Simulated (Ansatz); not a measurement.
Relaxation of AlFH4O3 (9 atoms, charge 0, multiplicity 1), to a largest force component of 0.03 eV/Å in at most 50 steps.

The calculation used RHF/def2-SVP in Ansatz.

```xyz
9
Properties=species:S:1:pos:R:3:forces:R:3
Al -0.007 -0.393 0.131 -0.01 0.26 1.06
O -0.120 -0.228 1.864 0.08 0.11 -1.08
H -0.870 -0.461 2.383 0.00 -0.02 0.00
O 1.542 -0.491 -0.502 -0.04 -0.02 0.04
H 1.821 -0.579 -1.395 0.00 0.02 -0.01
O -1.352 -0.608 -0.849 0.00 0.01 0.03
H -2.281 -0.513 -0.755 0.00 0.00 0.01
F 0.095 2.390 0.880 0.03 -0.31 0.20
H 0.203 1.943 1.669 -0.06 -0.06 -0.24
```

Question: Where does it end, and by what steps?

Answer: The run converged. The force dipped under the threshold on the way, but the program's further checks kept it going. After 17 steps the energy has fallen by 0.347 eV; H3 moved furthest, 0.81 Å. Joined: Al1–F8 (2.88 → 2.04 Å).

| step | energy less start (eV) | largest force component (eV/Å) | accepted |
| --- | --- | --- | --- |
| 0 | 0.0000 | 1.077 | yes |
| 1 | -0.1002 | 0.359 | yes |
| 2 | -0.1712 | 0.466 | yes |
| 3 | -0.2379 | 0.549 | yes |
| 4 | -0.2552 | 0.495 | yes |
| 5 | -0.2736 | 0.181 | yes |
| 6 | -0.2860 | 0.393 | yes |
| 7 | -0.2921 | 0.621 | yes |
| 8 | -0.3173 | 0.590 | yes |
| 9 | -0.2036 | 1.230 | no |
| 10 | -0.3324 | 0.276 | yes |
| 11 | -0.3411 | 0.141 | yes |
| 12 | -0.3461 | 0.023 | yes |
| 13 | -0.3447 | 0.352 | no |
| 14 | -0.3465 | 0.017 | yes |
| 15 | -0.3465 | 0.107 | yes |
| 16 | -0.3468 | 0.039 | yes |
| 17 | -0.3469 | 0.011 | yes |

```xyz
9
Properties=species:S:1:pos:R:3
Al -0.063 -0.094 0.167
O -0.363 -0.044 1.876
H -0.095 -0.647 2.547
O 1.508 -0.495 -0.301
H 1.818 -0.705 -1.164
O -1.327 -0.300 -0.931
H -2.257 -0.210 -0.833
F -0.040 1.907 0.586
H -0.151 1.649 1.477
```

Whether the end is a true minimum wasn't checked by a vibrational analysis.

Time of the run: 36 s on 1 thread of Arm Neoverse V1 (shared host), peak memory 0.17 GiB.
